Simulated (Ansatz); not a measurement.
[Cu(NH3)3]+ (CuN₃H₉⁺), relaxed as a singlet with RKS PBE-D4/def2-SVP in Ansatz, starting from the GFN2-xTB geometry. Force threshold 0.02 eV/Å.

The relaxation made no stability test and no search for a lower SCF solution.

Start:

```xyz
13

Cu   -0.002   -0.002   -0.005
N     1.564   -0.670    1.127
H     1.516   -1.674    1.268
H     1.559   -0.225    2.040
H     2.450   -0.459    0.677
N    -0.097    1.971   -0.535
H    -0.911    2.414   -0.120
H    -0.163    2.070   -1.544
H     0.727    2.477   -0.225
N    -1.466   -1.301   -0.594
H    -2.152   -0.843   -1.185
H    -1.953   -1.681    0.213
H    -1.071   -2.077   -1.117
```

```csv
step,energy (eV),largest force component (eV/Å),SCF passes
1,-49232.2439,1.033,20
2,-49232.2999,0.526,20
3,-49232.3203,0.045,19
4,-49232.3209,0.004,20
```

Force components are those of the run's own axes.

End:

```xyz
13

Cu   -0.003   -0.002   -0.005
N     1.559   -0.674    1.125
H     1.547   -1.687    1.316
H     1.605   -0.225    2.052
H     2.477   -0.492    0.692
N    -0.092    1.968   -0.532
H    -0.922    2.447   -0.150
H    -0.146    2.110   -1.552
H     0.712    2.534   -0.223
N    -1.466   -1.294   -0.595
H    -2.200   -0.874   -1.184
H    -1.968   -1.721    0.198
H    -1.103   -2.090   -1.143
```

By distances, no bond broke or formed. The bond that changes most is N2–H5, from 1.02 to 1.03 Å (atoms count from 1).

No frequencies were taken in this run, so the end may be a saddle point.

Run time 4 s (4 threads of Arm Neoverse V1 on a shared host).
